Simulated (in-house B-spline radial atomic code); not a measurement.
A run on Ga- that did not converge. Method: scalar-relativistic (X2C) wB97X, spin-polarised, spherical fractional occupations, Fermi nucleus of rms radius 3.9973 fm; computed with a B-spline radial code for spherical atoms.

Command:
```bash
python run_scf.py task.json out
```
Settings (nuclear radius in fm, mass in u):
```
Z                31
configuration    [Ar] 3d10 4s2 4p2
hamiltonian      x2c
method           wb97x
spin_polarised   True
nucleus          fermi
rms_radius       3.9973
atomic_mass      68.92557
speed_of_light   137.035999084
```

First and last ten iterations of the last attempt (damped for 15 steps, keeping 80 % of the old Fock matrix, then DIIS):
```
 iter        energy (Eh)    residual
    1       -1943.315090    3.64e-01
    2       -1943.605927    7.10e-02
    3       -1943.853942    4.85e-02
    4       -1943.886954    3.44e-02
    5       -1943.898085    2.51e-02
    6       -1943.901468    1.86e-02
    7       -1943.902908    1.39e-02
    8       -1943.903596    1.05e-02
    9       -1943.904044    7.94e-03
   10       -1943.904301    6.03e-03
  111       -1943.904790    3.73e-05
  112       -1943.904790    4.32e-05
  113       -1943.904790    1.05e-04
  114       -1943.904790    8.05e-05
  115       -1943.904790    7.57e-05
  116       -1943.904790    1.29e-04
  117       -1943.904790    1.01e-04
  118       -1943.904790    1.05e-04
  119       -1943.904789    2.20e-04
  120       -1943.904790    4.36e-05
 not converged after 120 iterations
```

The smallest residual met was 1.2e-05; the threshold is about 3e-07. Over the last five steps the energy moves by less than 8e-07 hartree, but the orbitals didn't meet the threshold.Radii and densities under X2C are those of the two-component orbitals, without the picture-change correction, which makes inner s shells of heavy atoms about 5 % too small.
